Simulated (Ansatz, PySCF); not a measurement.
Species: sum formula Si2N2H8, charge 0, multiplicity 1. 
Structure (B3LYP-D3(BJ)/def2-TZVP (Ansatz, a quantum-chemistry and plane-wave program) minimum search):
```
N
H 1 1.0124
Si 1 1.7254 2 114.62
N 3 1.7156 1 110.03 2 -51.02
H 4 1.0070 3 120.75 1 145.34
H 4 1.0075 5 111.95 3 -155.47
Si 1 1.7293 2 115.45 3 175.96
H 7 1.4791 1 108.40 2 160.13
H 7 1.4836 8 110.01 1 119.63
H 3 1.4836 4 103.92 5 22.74
H 3 1.4838 10 108.95 4 124.54
H 7 1.4856 8 108.21 9 116.86
```
Charge 0, spin multiplicity 1.

PBE beside other levels, property by property. Valence correlation only, unless marked. UHF or UKS for open shells. No spin-orbit coupling. No relativistic terms. Basis-set limits of correlation are two-point, X^-3; Hartree-Fock from the larger set. The bracket is a focal-point correction in the basis named. Rows marked 298 K are enthalpies with B3LYP-D3(BJ) harmonic zero-point and thermal terms. Atomisation energies are electronic, to ground-state atoms; the column to compare with has the core term from cc-pwCVTZ added, other frozen-core levels have none. Vertical energies are electronic, to the SCF solution reached for that spin. Frequencies are from Ansatz or PySCF. Anions need diffuse functions, of which def2-TZVPD holds fewer than the aug- sets. The coupled-cluster column (Ansatz) is a level with limits of its own: (a) RI-MP2/CBS(aug-cc-pV(T+d)Z,aug-cc-pV(Q+d)Z)+[CCSD(T)-MP2]/aug-cc-pV(T+d)Z; (b) CCSD(T)/CBS(aug-cc-pV(T+d)Z,aug-cc-pV(Q+d)Z); (c) CCSD(T)/CBS(cc-pV(T+d)Z,cc-pV(Q+d)Z).

```
property                                                                           PBE/def2-TZVPD (Ansatz)  r2SCAN/def2-TZVPD (Ansatz)  wB97M-V/def2-TZVPD (Ansatz)  wB97X-V/def2-TZVPD (Ansatz)  coupled cluster
---------------------------------------------------------------------------------  -----------------------  --------------------------  ---------------------------  ---------------------------  ---------------
H-N bond dissociation enthalpy, 298 K, to [NH][SiH2]N[SiH3] + H atom (kcal/mol)                      106.5                       105.5                        110.3                        109.2        112.0 (c)
vertical triplet-singlet gap (eV)                                                                     5.36                        5.66                         6.32                         6.45         6.18 (a)
H-N bond dissociation enthalpy, 298 K, to N[SiH2][N][SiH3] + H atom (kcal/mol)                       103.4                       103.7                        109.4                        108.4        111.6 (c)
vertical ionisation energy to the doublet (eV)                                                        8.81                        8.98                         9.62                         9.63         9.85 (a)
N-Si bond dissociation enthalpy, 298 K, to [SiH3] (SiH3) + [NH][SiH2]N (kcal/mol)                    101.0                       100.6                        109.6                        108.6        110.6 (c)
atomisation energy (kcal/mol)                                                                        931.9                       930.3                        942.8                        946.9        943.8 (b)
proton affinity at N, enthalpy at 298 K, to [NH3+][SiH2]N[SiH3] (kcal/mol)                           213.9                       214.2                        211.5                        214.9        214.1 (c)
deprotonation enthalpy (H-Si bond), 298 K, to N[SiH2]N[SiH2-] + H+ (kcal/mol)                        367.7                       373.4                        370.1                        376.0        374.3 (b)
```

As the rows show:
- H-N bond dissociation enthalpy, 298 K, to [NH][SiH2]N[SiH3] + H atom: PBE lies 5.5 kcal/mol below coupled cluster.
- vertical triplet-singlet gap: PBE lies 0.82 eV below coupled cluster.
- H-N bond dissociation enthalpy, 298 K, to N[SiH2][N][SiH3] + H atom: PBE lies 8.2 kcal/mol below coupled cluster.
- vertical ionisation energy to the doublet: PBE lies 1.04 eV below coupled cluster.
- N-Si bond dissociation enthalpy, 298 K, to [SiH3] (SiH3) + [NH][SiH2]N: PBE lies 9.6 kcal/mol below coupled cluster.
- atomisation energy: PBE lies 11.9 kcal/mol below coupled cluster.
- proton affinity at N, enthalpy at 298 K, to [NH3+][SiH2]N[SiH3]: PBE lies 0.2 kcal/mol below coupled cluster.
- deprotonation enthalpy (H-Si bond), 298 K, to N[SiH2]N[SiH2-] + H+: PBE lies 6.6 kcal/mol below coupled cluster.
